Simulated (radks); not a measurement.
Species: the niobium ion Nb14+. Configuration: [Ar] 3d9 (the NIST ground configuration). Method: Dirac Kohn-Sham, LB94 model potential, spin-unpolarised, spherical densities, finite nucleus; open shells fill j = l - 1/2 first; Fermi nuclear charge, rms radius 4.324 fm; computed with a radial shooting solver on a logarithmic mesh with Libxc functionals. Some entries of the table are withheld. Estimate them.

orbital,occ.,eigenvalue (Ry),<r^2> (bohr^2),<1/r> (bohr^-1)
1s1/2,2,-1415.877,0.001750,42.45
2s1/2,2,-220.6885,0.02913,9.651
2p1/2,2,(1),0.02200,9.646
2p3/2,4,(2),0.02336,9.205
3s1/2,2,-56.63905,(3),3.323
3p1/2,2,(4),0.2139,3.240
3p3/2,4,(5),0.2235,3.134
3d3/2,4,-39.08647,0.2019,2.979
3d5/2,5,-38.85086,0.2048,2.952

Answer. 
(1) 2p1/2 eigenvalue (Ry): -205.0643
(2) 2p3/2 eigenvalue (Ry): -197.9078
(3) 3s1/2 <r^2> (bohr^2): 0.2176
(4) 3p1/2 eigenvalue (Ry): -50.71093
(5) 3p3/2 eigenvalue (Ry): -49.50780
